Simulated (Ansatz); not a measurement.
Stepwise reaction of `[O]=[V]([OH])([OH])[OH]` with ammonia, as a gas-phase model of exchange steps in deposition or etching. ΔE in kJ/mol; ΔG adds harmonic PBE0-D4 terms to CCSD(T)/CBS, at 1 bar.

Program: Ansatz. Geometries: PBE0-D4/def2-TZVP. ΔE: electronic, gas phase. CBS: MP2 limit from def2 TZ/QZ plus the TZ coupled-cluster correction, frozen cores. This one scheme is used for every species. Functionals use def2-TZVPP. B3LYP here is the variant with VWN-RPA as its local correlation; programs differ in this. For V outer-core shells are correlated without core-valence functions, which leaves a few kJ/mol of doubt a bond. Scalar relativity is left out up to krypton. Each species was taken in one conformer, which may not be the lowest.

```tsv
step	reaction	PBE-D4	B3LYP-D4	ωB97M-V	CCSD(T)/CBS	ΔG(600 K)
1	`[O]=[V]([OH])([OH])[OH]` + NH₃ → `[NH2][V](=[O])([OH])[OH]` + H₂O	64.9	64.4	64.3	59.3	45.2
2	`[NH2][V](=[O])([OH])[OH]` + NH₃ → `[NH2][V]([NH2])(=[O])[OH]` + H₂O	23.7	22.3	22.0	14.8	10.3
```

(1) Give the row of step 3, `[NH2][V]([NH2])(=[O])[OH]` + NH₃ → `[NH2][V]([NH2])([NH2])=[O]` + H₂O. (Estimate.)

(2) By hand: ΔE of the 3 steps together at CCSD(T)/CBS.

Answers

(1) Ansatz gave: 
```tsv
step	reaction	PBE-D4	B3LYP-D4	ωB97M-V	CCSD(T)/CBS	ΔG(600 K)
3	`[NH2][V]([NH2])(=[O])[OH]` + NH₃ → `[NH2][V]([NH2])([NH2])=[O]` + H₂O	50.5	50.7	50.3	44.9	50.5
```

(2) (59.3) + (14.8) + (44.9) = 119.0 kJ/mol, or 39.7 kJ/mol a step.

In ΔE step 2 is the lowest and step 1 the highest. All are uphill at CCSD(T)/CBS. ΔG lies between 10.3 and 50.5 kJ/mol a step. PBE-D4 differs from CCSD(T)/CBS by 5.6 to 8.9 kJ/mol a step. Isolated molecules leave out the surface, adducts and barriers. Largest T1 diagnostic: 0.033.
